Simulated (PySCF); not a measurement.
System: C$_{2}$Cl$_{3}$ (charge -1, singlet). It need not be the lowest isomer of its formula. Whether it binds its extra electron was not tested at this geometry. SMILES: [C-](Cl)=C(Cl)Cl
Coordinates optimised at B3LYP-D3(BJ)/def2-TZVP (Ansatz):
```xyz
5

Cl     2.2012     0.6636    -0.0054
C      1.0459    -0.7274    -0.0452
C     -0.2236    -0.3550    -0.0112
Cl    -0.9825     1.2962     0.0675
Cl    -1.5089    -1.5777    -0.0422
```
Charge -1, spin multiplicity 1.

Dispersion corrections to the total energy (kcal/mol) from the dftd3 and dftd4 libraries through PySCF: D3(BJ) without and D4 with the three-body term, each with the damping fitted for the functional named.

| functional | D3(BJ) | D4 |
|---|---|---|
| CAM-B3LYP | -3.45 | -4.00 |
| TPSS | -5.14 | -6.25 |
| PBE0 | -3.54 | -3.89 |
| TPSSh | -4.78 | (withheld) |
| r2SCAN | -1.06 | (withheld) |
| LC-wPBE | (withheld) | -5.18 |
| HSE06 | -2.90 | -3.64 |

Task: Some entries are withheld; supply them.

Result: 
- TPSSh, D4: -5.64
- r2SCAN, D4: -1.05
- LC-wPBE, D3(BJ): -4.04
